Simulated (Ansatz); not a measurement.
System: SrF, net charge 0, doublet state. SMILES: [F][Sr]
Geometry: optimised at B3LYP-D3(BJ)/def2-TZVP (Ansatz, a quantum-chemistry and plane-wave program).

Quantity: vertical electron affinity (to the singlet state of charge -1; a negative value means that the extra electron is unbound and the number depends on the basis; each state is the SCF solution reached for its spin; for the singlet the Hartree-Fock reference is unstable and T1 is 0.021), in eV. Correlated levels leave the core frozen unless marked. UHF or UKS for open shells. No spin-orbit coupling. The frozen core is the preceding noble-gas configuration, with the filled d and f shells of earlier blocks. The outer core of K, Ca and their heavier congeners is not correlated, a term that matters for these elements. In def2 rows, elements after Kr have scalar-relativistic effective core potentials. Anions need diffuse functions: def2-D sets add few. Basis-set limits of correlation are two-point, X^-3; Hartree-Fock from the larger set.

| level | program | vertical electron affinity (eV) |
|---|---|---|
| PBE/def2-TZVPD | Ansatz | 0.88 |
| r2SCAN/def2-TZVPD | Ansatz | 0.74 |
| B3LYP/def2-TZVPD | Ansatz | 0.90 |
| BHLYP/def2-TZVPD | Ansatz | 0.76 |
| CAM-B3LYP/def2-TZVPD | Ansatz | 0.84 |
| CCSD/def2-SVPD | Ansatz | 0.82 |
| CCSD/def2-TZVPPD | Ansatz | 0.83 |
| CCSD/CBS(def2-TZVPPD,def2-QZVPPD) | Ansatz | 0.85 |
| CCSD(T)/def2-QZVPPD | Ansatz | 0.89 |
